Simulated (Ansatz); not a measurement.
`[F][SnH]([Cl])[Cl]` + NH₃ → `[NH2][SnH]([F])[Cl]` + HCl  (ligand exchange at the Sn–Cl bond)

Program: Ansatz. Geometries: PBE0-D4/def2-TZVP. ΔE: electronic, gas phase. CCSD(T)/CBS is the MP2 limit (def2-TZVPP, def2-QZVPP) plus CCSD(T) − MP2 in def2-TZVPP, frozen cores. This one scheme is used for every species. Functionals use def2-TZVPP. Elements past krypton have def2 core potentials. For Sn outer-core shells are correlated without core-valence functions, which leaves a few kJ/mol of doubt a bond. One conformer a species, not always the lowest.

CCSD(T)/CBS gives +18.5 kcal/mol.

(1) Another level gave +19.6 kcal/mol. Which?
A. SCS-MP2/def2-TZVPP
B. r2SCAN/def2-TZVPP
C. HF/def2-TZVPP
D. CAM-B3LYP/def2-TZVPP

Largest T1 diagnostic among the species: 0.013.

Results:

(1) B. r2SCAN 19.6, HF/def2-TZVPP 20.9, SCS-MP2/def2-TZVPP 17.5, CAM-B3LYP 18.5 kcal/mol.

From BLYP to BHLYP (50 % exact exchange), in def2-TZVPP and without D4, ΔE moves by +1.0 kcal/mol. Leaving LDA and LC-ωPBE aside and taking each functional with its dispersion term where it has one, the values, not all of them listed here, spread over 2.1 kcal/mol, from CAM-B3LYP-D4 to B97M-V. LDA lies −1.5 kcal/mol from PBE without D4. In def2-TZVPP, CCSD(T) changes the Hartree–Fock value by −3.8 kcal/mol (the triples alone add −0.2 kcal/mol) and MP2 by −3.5 kcal/mol.
